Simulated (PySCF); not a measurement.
# Removal energies of Ru(26+) from EOM-IP-GCCSD

Reference: closed-shell Ru(26+), [Ar]; one electron is removed. Calculated with PySCF 2.14, two-component X2C-1e with screened spin-orbit coupling, an even-tempered Gaussian basis (19 s from 1.2 bohr⁻², ratio 2.6; 14 p from 1.6 bohr⁻², ratio 2.6; 6 d from 1.7 bohr⁻², ratio 2.8; 3 f from 32 bohr⁻², ratio 2.8); frozen [Ne]; the 64 highest virtual spinors dropped; of the others 50 kept and the rest restored at second order. No Breit or QED terms. Binding energies in eV.

```tsv
level	Koopmans	second order	EOM-CCSD
3s1/2	1578.4	1566.2	1558.5
3p1/2	1478.9	1479.0	1479.1
3p3/2	1448.9	1449.2	1449.4
```

In EOM-CCSD the overlap with the one-orbital guess is low for 3s1/2 (weight 0.70). That can mean mixing with two-hole, one-particle states, where second order and EOM-CCSD lose accuracy, or only a rotation among the degenerate components of the shell; the terms of those configurations are not listed.

For comparison, the ionisation energy of Ru(26+) is 1447 ± 4 eV (semi-empirical (NIST evaluation); NIST Atomic Spectra Database, ionization energies).
